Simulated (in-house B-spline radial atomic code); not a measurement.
## Response and correlation of neutral palladium

Closed shell [Kr] 4d10. Computed with an all-electron radial atomic-structure program (B-spline basis): Dirac-Hartree-Fock, relativistic RPA (time-dependent Dirac-Hartree-Fock) for the response and second-order many-body perturbation theory for correlation, no-pair Dirac-Coulomb Hamiltonian, finite nucleus, speed of light scaled by 100 (non-relativistic limit).

```json
{"multipole (bohr³, bohr⁵, bohr⁷)": "dipole", "uncoupled": "17.425", "coupled RPA": "?"}
{"multipole (bohr³, bohr⁵, bohr⁷)": "quadrupole", "uncoupled": "98.631", "coupled RPA": "212.16"}
{"multipole (bohr³, bohr⁵, bohr⁷)": "octupole", "uncoupled": "1330.1", "coupled RPA": "2208.4"}
```

**Question.** What is the coupled dipole polarisability?

**Answer.** 19.605 atomic units, +13 % against the uncoupled value.

**Question.** Which subshells carry the dipole polarisability?

**Answer.** 4d5/2 59.7 %, 4d3/2 39.8 %, 4p3/2 0.3 %.

**Question.** What does the dipole shielding factor come to?

**Answer.** The dipole shielding factor is 1.000, against the exact N/Z = 46/46 = 1.000 of the non-relativistic theorem.

Dipole polarisability at imaginary frequency:

```
u (Eh)  α(iu) (bohr³)
     0          19.61
  0.05          19.11
  0.15          16.32
   0.3           12.2
   0.5          8.835
     1          4.915
     2          2.225
     5         0.5682
```

**Question.** What dispersion coefficients follow for two such atoms?

**Answer.** C6 = (3/π)∫α(iu)²du = 134.9 hartree·bohr⁶ and C8 = 4700 hartree·bohr⁸.

Lowest J = 1 odd-parity excitations:

```tsv
energy (eV)	oscillator strength	leading channel	weight
5.0983	9.34e-10	4d3/2 → p3/2	0.533
5.7573	9.36e-08	4d3/2 → p1/2	0.499
5.8297	0.346	4d5/2 → p3/2	0.596
7.5484	5.68e-11	4d3/2 → p3/2	0.533
7.6757	2.02e-07	4d3/2 → p1/2	0.501
7.6847	0.0476	4d5/2 → p3/2	0.6
8.2701	2.77e-09	4d3/2 → p3/2	0.532
8.285	2.04e-06	4d5/2 → f5/2	0.511
```

Second-order correlation energy by the highest angular momentum of the excited pair (hartree): s -0.0236, p -0.2238, d -0.7629, f -0.9952, g -0.3245, h -0.141, i -0.06421, k -0.03285.

**Question.** What is the second-order correlation energy at the partial-wave limit?

**Answer.** The listed waves sum to -2.568 hartree; extrapolating the increments as (l + 1/2)⁻⁴ gives -2.6351 hartree, -1.56 eV per electron.
